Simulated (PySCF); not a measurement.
C₂H₈Si₂, charge +1, doublet, at the geometry of the source list (a state made from the parent by changing its charge; the spin is typed, not shown lowest), with bond 7-2 at 2.4 times its length; PySCF with CASCI(5,7)+NEVPT2/6-31G.

Here is a job for PySCF.
```python
from pyscf import gto, scf, mcscf, mrpt
import numpy

mol = gto.M(
    atom='''
C     0.26250000    0.35340000    1.25290000
Si    1.34650000   -0.24600000   -0.21410000
C    -0.26820000   -0.39210000   -1.24010000
Si   -1.34200000    0.27800000    0.20300000
H     0.51390000    1.33930000    1.63570000
H     0.26460000   -0.31590000    2.11030000
H     3.60994000    2.16552000   -1.41362000
H     2.05570000   -1.50870000    0.01340000
H    -0.29120000    0.20620000   -2.14790000
H    -0.51380000   -1.40870000   -1.54080000
H    -1.95290000    1.58480000   -0.05650000
H    -2.36470000   -0.64910000    0.69800000
''',
    basis='6-31g',
    charge=1,
    spin=1,
    verbose=4,
)

mf = scf.ROHF(mol)
mf.kernel()
mc = mcscf.CASCI(mf, 7, 5)
mc.fix_spin_(ss=0.75)
mc.kernel()
occ = numpy.linalg.eigvalsh(mc.fcisolver.make_rdm1(mc.ci, mc.ncas, mc.nelecas))[::-1]
ss = mc.fcisolver.spin_square(mc.ci, mc.ncas, mc.nelecas)[0]
print('natural occupations', occ.round(4), ' <S^2>', round(ss, 4))
e2 = mrpt.NEVPT(mc).kernel()
print('E(NEVPT2) = %.10f' % (mc.e_tot + e2))
```

What does PySCF print? Leave out banner, timings and long lists.


```
PySCF version 2.14.0

[INPUT] verbose = 4
[INPUT] num. atoms = 12
[INPUT] num. electrons = 47
[INPUT] charge = 1
[INPUT] spin (= nelec alpha-beta = 2S) = 1
[INPUT] symmetry False subgroup None
[INPUT] Mole.unit = angstrom
[INPUT] Symbol           X                Y                Z      unit          X                Y                Z       unit  Magmom
[...]
nuclear repulsion = 212.369852879536
number of shells = 40
number of NR pGTOs = 168
number of NR cGTOs = 60
basis = 6-31g
ecp = {}

******** <class 'pyscf.scf.rohf.ROHF'> ********
method = ROHF
initial guess = minao
damping factor = 0
level_shift factor = 0
DIIS = <class 'pyscf.scf.diis.CDIIS'>
diis_start_cycle = 1
diis_space = 8
diis_damp = 0
SCF conv_tol = 1e-09
SCF conv_tol_grad = None
SCF max_cycles = 50
direct_scf = True
direct_scf_tol = 1e-13
num. doubly occ = 23  num. singly occ = 1
Set gradient conv threshold to 3.16228e-05
init E= -658.229412409142
[...]
cycle= 1 E= -657.633402208461  delta_E= 0.596  |g|= 0.333  |ddm|= 2.05
[...]
cycle= 2 E= -657.707800055997  delta_E= -0.0744  |g|= 0.0807  |ddm|= 0.64
[...]
cycle= 3 E= -657.711721105009  delta_E= -0.00392  |g|= 0.025  |ddm|= 0.175
[...]
cycle= 4 E= -657.712156504184  delta_E= -0.000435  |g|= 0.0146  |ddm|= 0.0985
[...]
cycle= 5 E= -657.712574816914  delta_E= -0.000418  |g|= 0.00492  |ddm|= 0.0573
[...]
cycle= 6 E= -657.712623647297  delta_E= -4.88e-05  |g|= 0.0026  |ddm|= 0.0229
[...]
cycle= 7 E= -657.712639281259  delta_E= -1.56e-05  |g|= 0.000601  |ddm|= 0.00888
[...]
cycle= 8 E= -657.712639868307  delta_E= -5.87e-07  |g|= 0.000181  |ddm|= 0.00187
[...]
cycle= 9 E= -657.712639915446  delta_E= -4.71e-08  |g|= 5.83e-05  |ddm|= 0.000504
[...]
cycle= 10 E= -657.712639920554  delta_E= -5.11e-09  |g|= 2.48e-05  |ddm|= 0.000147
[...]
cycle= 11 E= -657.712639921781  delta_E= -1.23e-09  |g|= 1.18e-05  |ddm|= 7.46e-05
[...]
cycle= 12 E= -657.712639922033  delta_E= -2.51e-10  |g|= 4.61e-06  |ddm|= 3.51e-05
[...]
Extra cycle  E= -657.712639922053  delta_E= -2.02e-11  |g|= 2.94e-06  |ddm|= 1.02e-05
converged SCF energy = -657.712639922053

******** <class 'pyscf.mcscf.casci.CASCI'> ********
CAS (3e+2e, 7o), ncore = 21, nvir = 32
natorb = False
canonicalization = True
sorting_mo_energy = False
******** <class 'pyscf.fci.addons.SpinPenaltyFCISolver'> ********
max. cycles = 200
conv_tol = 1e-08
davidson only = True
linear dependence = 1e-12
level shift = 0.001
max iter space = 12
nroots = 1
pspace_size = 400
spin = None
Density matrix diagonal elements [1.99515396e+00 1.99225810e+00 1.00005009e+00 7.88084854e-03
 3.63599411e-03 4.52769861e-04 5.68238470e-04]
CASCI converged
CASCI E = -657.715939984093  E(CI) = -5.15062704427487  S^2 = 0.7500000
natural occupations [1.9952e+00 1.9930e+00 1.0000e+00 7.3000e-03 3.6000e-03 7.0000e-04
 2.0000e-04]  <S^2> 0.75

******** <class 'pyscf.mrpt.nevpt2.NEVPT'> ********
NEVPT2 (3e+2e, 7o), ncore = 21, nvir = 32
root = 0
Natural occ [1.99515933e+00 1.99296226e+00 1.00003859e+00 7.31915760e-03
 3.63074394e-03 7.00412564e-04 1.89503193e-04]
Natural orbital (expansion on meta-Lowdin AOs) in CAS space
               #1        #2        #3        #4        #5
0 C 1s          -0.00014   0.00012  -0.00001   0.00001   0.00010
0 C 2s          -0.08095   0.03693  -0.00037  -0.07118  -0.27158
0 C 3s          -0.01594   0.00393  -0.00065  -0.01567  -0.10509
0 C 2px          0.52393  -0.42060  -0.02393  -0.21399  -0.06282
0 C 2py         -0.02101   0.13991  -0.00611   0.00435   0.05601
0 C 2pz          0.13318  -0.02275   0.00742   0.10595   0.17692
0 C 3px          0.01856  -0.02756  -0.00337  -0.02410  -0.01211
0 C 3py          0.00369   0.00993  -0.00492   0.00401   0.02453
0 C 3pz          0.01036  -0.00750   0.00094   0.01800   0.08617
1 Si 1s          0.00000   0.00001   0.00003   0.00006  -0.00000
1 Si 2s         -0.00004  -0.00209   0.00088   0.00436  -0.00005
1 Si 3s         -0.00486  -0.21857   0.01819   0.31728  -0.00358
1 Si 4s         -0.00055  -0.02574   0.02315   0.07626  -0.00132
1 Si 2px        -0.00007  -0.00053  -0.00041  -0.00113  -0.00010
1 Si 2py        -0.00006   0.00073  -0.00043  -0.00111  -0.00014
1 Si 2pz        -0.00025  -0.00010   0.00021   0.00057  -0.00052
1 Si 3px         0.07364   0.16906   0.06981   0.49325   0.11489
1 Si 3py         0.09045  -0.33163   0.06665   0.58085   0.16381
1 Si 3pz         0.32780   0.05168  -0.03480  -0.27229   0.56919
1 Si 4px        -0.00650  -0.02460   0.01765  -0.00827   0.06162
1 Si 4py        -0.00742   0.03500   0.01963   0.06496   0.08615
1 Si 4pz        -0.02773  -0.00413  -0.00959  -0.01433   0.28995
2 C 1s           0.00015   0.00011  -0.00001   0.00001  -0.00010
2 C 2s           0.08274   0.03484  -0.00033  -0.06533   0.27348
2 C 3s           0.01612   0.00358  -0.00064  -0.01342   0.10555
2 C 2px         -0.45203  -0.37034  -0.02399  -0.23408   0.13466
2 C 2py          0.15567   0.17253  -0.00638  -0.02725   0.03990
2 C 2pz          0.29100   0.09296   0.00658   0.00042   0.14060
2 C 3px         -0.01387  -0.02290  -0.00289  -0.02841   0.04651
2 C 3py          0.00524   0.01540  -0.00426  -0.00285   0.02371
2 C 3pz          0.01734   0.01034   0.00315  -0.00518   0.07408
3 Si 1s         -0.00000  -0.00005   0.00000   0.00001  -0.00000
3 Si 2s         -0.00001  -0.00072   0.00006   0.00082  -0.00001
3 Si 3s          0.00096   0.03860   0.00889   0.09623  -0.00148
3 Si 4s          0.00038   0.01550   0.00244   0.04875  -0.00063
3 Si 2px         0.00015  -0.00124  -0.00009  -0.00067  -0.00015
3 Si 2py         0.00026   0.00052  -0.00002  -0.00004  -0.00022
3 Si 2pz         0.00083   0.00009   0.00003   0.00015  -0.00073
3 Si 3px        -0.08868   0.37918   0.01737   0.14858   0.09667
3 Si 3py        -0.13953  -0.13655  -0.00532  -0.02759   0.13899
3 Si 3pz        -0.45722  -0.02880  -0.00208  -0.01751   0.46390
3 Si 4px         0.01173  -0.05091   0.00051   0.04734   0.03420
3 Si 4py         0.01864   0.02547  -0.00260  -0.02320   0.04959
3 Si 4pz         0.06037   0.00180   0.00066  -0.00104   0.16461
4 H 1s           0.07426   0.05162  -0.00325  -0.06004   0.00814
4 H 2s          -0.00347  -0.00046   0.00115   0.00908   0.01069
5 H 1s           0.05263  -0.07550   0.00769   0.12024   0.01500
5 H 2s          -0.00315  -0.00030   0.00097   0.02856   0.00959
6 H 1s          -0.00016  -0.00828   0.99021  -0.11098   0.00113
6 H 2s           0.00002   0.00104   0.07177  -0.01887   0.00019
7 H 1s           0.00819   0.34660  -0.00716  -0.12068   0.00185
7 H 2s          -0.00005  -0.00284   0.00125   0.00119   0.00014
8 H 1s          -0.07153   0.05336  -0.00327  -0.06045  -0.00737
8 H 2s           0.00346  -0.00054   0.00114   0.00879  -0.01120
9 H 1s          -0.05601  -0.07547   0.00770   0.12032  -0.01751
9 H 2s           0.00315  -0.00041   0.00098   0.02846  -0.01028
10 H 1s         -0.00707  -0.30241  -0.00516  -0.05708   0.00055
10 H 2s          0.00010   0.00404   0.00087   0.00237  -0.00012
11 H 1s         -0.00400  -0.18629  -0.00959  -0.06358   0.00082
11 H 2s          0.00013   0.00516  -0.00032   0.00153  -0.00000
               #6        #7
0 C 1s           0.00003  -0.00008
0 C 2s          -0.07140   0.28164
0 C 3s          -0.01638   0.14618
0 C 2px          0.09764  -0.00025
0 C 2py         -0.11980  -0.01956
0 C 2pz          0.00602  -0.03771
0 C 3px          0.04925  -0.00292
0 C 3py         -0.11367  -0.01368
0 C 3pz          0.02288  -0.04862
1 Si 1s          0.00001  -0.00003
1 Si 2s          0.00192  -0.00133
1 Si 3s          0.08251  -0.03239
1 Si 4s          0.16428  -0.20391
1 Si 2px         0.00004  -0.00064
1 Si 2py        -0.00005  -0.00005
1 Si 2pz         0.00001   0.00015
1 Si 3px         0.26296   0.40204
1 Si 3py        -0.29340  -0.10397
1 Si 3pz         0.03129  -0.05392
1 Si 4px         0.24113   0.38480
1 Si 4py        -0.13334  -0.15331
1 Si 4pz        -0.01228  -0.03511
2 C 1s           0.00003  -0.00008
2 C 2s          -0.07012   0.28144
2 C 3s          -0.01592   0.14613
2 C 2px          0.09893   0.01704
2 C 2py         -0.11472   0.00261
2 C 2pz          0.02321   0.03882
2 C 3px          0.04874   0.01740
2 C 3py         -0.11318   0.01398
2 C 3pz          0.02462   0.04534
3 Si 1s          0.00005  -0.00003
3 Si 2s          0.00021  -0.00147
3 Si 3s          0.11135   0.00003
3 Si 4s          0.04841  -0.12514
3 Si 2px        -0.00047   0.00047
3 Si 2py         0.00007  -0.00011
3 Si 2pz         0.00008  -0.00007
3 Si 3px         0.23962  -0.30329
3 Si 3py        -0.34066   0.07384
3 Si 3pz         0.05337   0.04121
3 Si 4px         0.24888  -0.31113
3 Si 4py        -0.18149   0.07528
3 Si 4pz         0.00332   0.04274
4 H 1s           0.21565  -0.13502
4 H 2s           0.10768  -0.08748
5 H 1s          -0.12593  -0.14623
5 H 2s          -0.01842  -0.09212
6 H 1s          -0.01071  -0.01455
6 H 2s           0.01463  -0.01629
7 H 1s          -0.32497  -0.17518
7 H 2s          -0.13249  -0.09443
8 H 1s           0.21587  -0.13475
8 H 2s           0.10761  -0.08725
9 H 1s          -0.12670  -0.14665
9 H 2s          -0.01874  -0.09236
10 H 1s          0.22431  -0.09971
10 H 2s          0.10938  -0.07077
11 H 1s         -0.14359  -0.09614
11 H 2s         -0.05565  -0.06563
<CAS-nat-orb|mo-hf>  22     22       0.99987233
<CAS-nat-orb|mo-hf>  23     23       0.99969321
<CAS-nat-orb|mo-hf>  24     24       0.99999415
<CAS-nat-orb|mo-hf>  25     25       0.99074182
<CAS-nat-orb|mo-hf>  26     26       0.99993911
<CAS-nat-orb|mo-hf>  27     27       0.56478344
<CAS-nat-orb|mo-hf>  27     28       0.82509634
<CAS-nat-orb|mo-hf>  28     27       0.81668781
<CAS-nat-orb|mo-hf>  28     28      -0.56149746
Sr    (-1)',   E = -0.00487595046814
Si    (+1)',   E = -0.00467729371677
Sijrs (0)  ,   E = -0.13871505516044
Sijr  (+1) ,   E = -0.03465729826276
Srsi  (-1) ,   E = -0.06450452995944
Srs   (-2) ,   E = -0.01131046839438
Sij   (+2) ,   E = -0.00622654635804
Sir   (0)' ,   E = -0.02492390144946
Nevpt2 Energy = -0.289891043769437
E(NEVPT2) = -658.0058310279
```
